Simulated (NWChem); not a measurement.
Species: C$_{2}$H$_{7}$B; SMILES CCB

```xyz
10

B     -0.2765    -1.4335    -0.0108
H      0.2897    -2.4785     0.2254
H     -1.4408    -1.4748    -0.3487
C      0.5122    -0.0953     0.0274
C     -0.2558     1.2201     0.0193
H      1.1003    -0.2053    -0.9163
H      1.2976    -0.1144     0.8036
H     -0.8073     1.3629     0.9618
H     -0.9979     1.2460    -0.7938
H      0.4061     2.0914    -0.1051
```
Atoms are numbered in this order, from 1.

Level: PBE0/def2-SVP (NWChem), optimised geometry, unscaled harmonic frequencies. 

Problem. List the harmonic frequencies with IR intensities, and the thermochemistry.

Solution. 
| frequency (cm⁻¹) | IR intensity (km/mol) |
|---|---|
| 143 | 0.8 |
| 248 | 1.1 |
| 318 | 1.4 |
| 487 | 1.7 |
| 783 | 4.7 |
| 868 | 14.9 |
| 912 | 15.8 |
| 1024 | 12.6 |
| 1078 | 31.6 |
| 1109 | 3.7 |
| 1210 | 19.1 |
| 1237 | 7.3 |
| 1334 | 40.8 |
| 1379 | 6.8 |
| 1406 | 0.1 |
| 1471 | 8.7 |
| 1478 | 6.6 |
| 2558 | 109.5 |
| 2644 | 150.6 |
| 2959 | 23.0 |
| 3054 | 29.1 |
| 3084 | 8.3 |
| 3142 | 20.5 |
| 3149 | 20.9 |

```json
{
 "zero_point_energy": "53.0 kcal/mol",
 "thermal correction to the enthalpy at 298.15 K (with zero-point energy)": "56.7 kcal/mol",
 "heat capacity Cv": "16.1 cal/(mol K)",
 "entropy at 298.15 K and 1 atm (symmetry number 1)": "67.1 cal/(mol K)",
 "dipole_moment": "0.75 D"
}
```

Rigid rotor and harmonic oscillator.
